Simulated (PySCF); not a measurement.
In(Me)3(NH3), C3H12InN, singlet (GFN2-xTB optimised geometry):

```
17

In    -0.240     0.052     0.000
C     -1.350     1.989     0.000
H     -0.881     2.701    -0.679
H     -1.363     2.432     0.995
H     -2.383     1.837    -0.313
C      1.993     0.052     0.000
H      2.379     0.909    -0.551
H      2.373    -0.859    -0.461
H      2.383     0.103     1.016
C     -1.330    -1.831     0.496
H     -1.471    -1.928     1.571
H     -0.772    -2.701     0.151
H     -2.313    -1.839     0.026
N     -0.419    -0.261    -2.455
H     -0.179    -1.212    -2.711
H      0.211     0.369    -2.940
H     -1.364    -0.073    -2.771
```

Level of theory: PBE0/def2-SVP, def2 effective core potentials past Kr (PySCF 2.14.0).

Q: What are the frontier orbital energies and the dipole moment?

A: HOMO-2 -8.42 eV, HOMO-1 -6.31 eV, HOMO -6.30 eV, LUMO 0.48 eV, LUMO+1 0.89 eV; dipole moment 4.24 D.

On the same geometry PBE/def2-SVP, def2 effective core potentials past Kr (PySCF) gives HOMO-2 -7.01 eV, HOMO-1 -5.12 eV, HOMO -5.11 eV, LUMO -0.37 eV, LUMO+1 0.13 eV; dipole moment 4.27 D.
